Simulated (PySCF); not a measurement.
C₃H₆NO, SMILES C[N]C(C)=O, doublet, B3LYP/def2-SVP optimised geometry.

```
11

C     -1.85     0.36     0.00
N     -0.42     0.36     0.00
C      0.24    -0.37    -0.97
C      1.59    -0.89    -0.57
O     -0.22    -0.46    -2.11
H     -2.30    -0.20    -0.84
H     -2.20    -0.08     0.96
H     -2.23     1.40     0.00
H      2.30    -0.05    -0.46
H      1.97    -1.58    -1.34
H      1.54    -1.40     0.41
```

Density from unrestricted B3LYP/def2-TZVP run with PySCF 2.14.0 at that geometry.

Minimum of the electron density along straight lines between bonded atoms, close to the bond critical point (lines longer than 1.1 times the sum of covalent radii, or with two minima, are not listed):

| bond | length / Å | ρ at the minimum / e bohr⁻³ | ∇²ρ there / e bohr⁻⁵ | position (fraction from the first atom) |
|---|---|---|---|---|
| C1–N2 | 1.430 | 0.281 | -0.77 | 0.39 |
| N2–C3 | 1.383 | … | … | 0.60 |
| C3–C4 | 1.510 | 0.261 | … | 0.52 |
| C3–O5 | 1.224 | 0.411 | -0.35 | 0.34 |
| C1–H6 | 1.103 | 0.277 | -0.96 | 0.65 |
| C1–H7 | 1.109 | 0.267 | -0.90 | 0.64 |
| C1–H8 | 1.105 | 0.273 | -0.93 | 0.65 |
| C4–H9 | 1.102 | 0.270 | -0.91 | 0.64 |
| C4–H10 | 1.098 | 0.276 | -0.95 | 0.65 |
| C4–H11 | 1.101 | 0.272 | -0.91 | 0.64 |

Fill in the missing entries.


- N2–C3, ρ at the minimum / e bohr⁻³: 0.324
- N2–C3, ∇²ρ there / e bohr⁻⁵: -1.04
- C3–C4, ∇²ρ there / e bohr⁻⁵: -0.69
